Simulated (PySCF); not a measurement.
Tosylate, SMILES c1cc(S([O-])(=O)=O)ccc1C (charge -1) (GFN2-xTB optimised geometry):

```
18

C      3.057     0.003     0.019
C      1.553     0.000    -0.006
C      0.849    -1.199     0.000
C     -0.536    -1.199     0.000
C     -1.223    -0.004     0.000
S     -3.031    -0.007    -0.103
O     -3.455     1.221     0.563
O     -3.451    -1.233     0.573
O     -3.268    -0.013    -1.547
C     -0.540     1.192    -0.010
C      0.845     1.197    -0.010
H      3.455    -0.884    -0.471
H      3.418     0.008     1.050
H      3.452     0.887    -0.479
H      1.395    -2.134     0.002
H     -1.108    -2.113     0.008
H     -1.115     2.105    -0.009
H      1.388     2.134    -0.015
```

Calculation: PBE0/def2-SVPD (PySCF 2.14.0).

**Question.** What are the frontier orbital energies?

**Answer.** HOMO-2 -3.71 eV, HOMO-1 -3.24 eV, HOMO -2.59 eV, LUMO 2.90 eV, LUMO+1 2.93 eV.

On the same geometry PBE/def2-SVPD in PySCF gives HOMO-2 -2.26 eV, HOMO-1 -1.92 eV, HOMO -1.01 eV, LUMO 2.04 eV, LUMO+1 2.10 eV.

Meta-Löwdin charges at PBE0/def2-SVPD: C1 -0.31, C2 0.00, C3 -0.14, C4 -0.10, C5 -0.18, S6 1.99, O7 -0.92, O8 -0.92, O9 -0.91, C10 -0.10, C11 -0.14, H12 0.10, H13 0.10, H14 0.10, H15 0.09, H16 0.12, H17 0.12, H18 0.09.
